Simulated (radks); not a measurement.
Results of a calculation; reference values are marked as such.
Species: Lu. Configuration: [Xe] 4f14 5d3 (not the ground configuration). Level of theory: Dirac Kohn-Sham, PBE, spin-unpolarised, spherical densities, finite nucleus; open shells fill j = l - 1/2 first; Fermi nuclear charge, rms radius 5.37 fm (a radial shooting solver on a logarithmic mesh with Libxc functionals).

Unscreened Slater integrals over Kohn-Sham orbitals (eV). Large and small components are both included. Empty in this configuration: 5d5/2.

F0(5d3/2,5d3/2): 7.5974
F2(5d3/2,5d3/2): 3.4133
F0(5d3/2,4f7/2): 10.905
F2(5d3/2,4f7/2): 1.9558
G3(5d3/2,4f7/2): 0.70184
G5(5d3/2,4f7/2): 0.51850
F0(5d3/2,4f5/2): 10.923
F2(5d3/2,4f5/2): 1.9114
G1(5d3/2,4f5/2): 0.88787
G3(5d3/2,4f5/2): 0.66660
F0(5d3/2,5p3/2): 10.186
F2(5d3/2,5p3/2): 3.9606
G1(5d3/2,5p3/2): 4.3232
G3(5d3/2,5p3/2): 2.5895
F0(5d3/2,5d5/2): 7.2554
F2(5d3/2,5d5/2): 3.2284
G2(5d3/2,5d5/2): 3.2240
G4(5d3/2,5d5/2): 1.9924
F0(4f7/2,4f7/2): 34.903
F2(4f7/2,4f7/2): 16.280
F4(4f7/2,4f7/2): 10.159
F6(4f7/2,4f7/2): 7.2934
F0(4f7/2,4f5/2): 35.266
F2(4f7/2,4f5/2): 16.472
F4(4f7/2,4f5/2): 10.283
G2(4f7/2,4f5/2): 16.420
G4(4f7/2,4f5/2): 10.252
G6(4f7/2,4f5/2): 7.3623
F0(4f7/2,5p3/2): 20.694
F2(4f7/2,5p3/2): 6.6827
G2(4f7/2,5p3/2): 3.3972
G4(4f7/2,5p3/2): 2.6047
F0(4f7/2,5d5/2): 10.114
F2(4f7/2,5d5/2): 1.6834
F4(4f7/2,5d5/2): 0.74290
G1(4f7/2,5d5/2): 0.78644
G3(4f7/2,5d5/2): 0.58395
G5(4f7/2,5d5/2): 0.43192
F0(4f5/2,4f5/2): 35.636
F2(4f5/2,4f5/2): 16.672
F4(4f5/2,4f5/2): 10.413
F0(4f5/2,5p3/2): 20.779
F2(4f5/2,5p3/2): 6.6103
G2(4f5/2,5p3/2): 3.2800
G4(4f5/2,5p3/2): 2.5297
F0(4f5/2,5d5/2): 10.128
F2(4f5/2,5d5/2): 1.6433
F4(4f5/2,5d5/2): 0.71713
G1(4f5/2,5d5/2): 0.73220
G3(4f5/2,5d5/2): 0.55276
G5(4f5/2,5d5/2): 0.41086
F0(5p3/2,5p3/2): 17.023
F2(5p3/2,5p3/2): 9.0896
F0(5p3/2,5d5/2): 9.5202
F2(5p3/2,5d5/2): 3.5014
G1(5p3/2,5d5/2): 3.6924
G3(5p3/2,5d5/2): 2.2103
F0(5d5/2,5d5/2): 6.9465
F2(5d5/2,5d5/2): 3.0754
F4(5d5/2,5d5/2): 1.8954
